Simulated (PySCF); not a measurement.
Sn(H)2(SiH3)2 (H₈Si₂Sn), SMILES [SiH3][SnH2][SiH3].

The structure is a stationary point at PBE0-D3(BJ)/def2-SVP. The structure was generated by enumeration; whether it is a known compound was not checked. The def2 effective core potentials stand for the cores of Sn; spin–orbit coupling is left out.

These are HF/def2-TZVP (PySCF) values and carry that method's errors.

```
Quantity                                                                                                        Result
---------------------------------------------------------------------------------------------  -----------------------
total energy                                                                                        -795.87793 hartree
point group                                                                                                         Cs
highest occupied level                                                                                        -9.86 eV
lowest empty level                                                                                             2.45 eV
orbital gap                                                                                                   12.31 eV
dipole moment                                                                                                   0.17 D
quadrupole, principal values (traceless, Buckingham form, about the centre of nuclear charge)   -0.61, -0.20, 0.81 D·Å
mean static polarisability                                                                       98.7 bohr³ (14.63 Å³)
polarisability, principal values                                                               83.2, 94.7, 118.2 bohr³
```
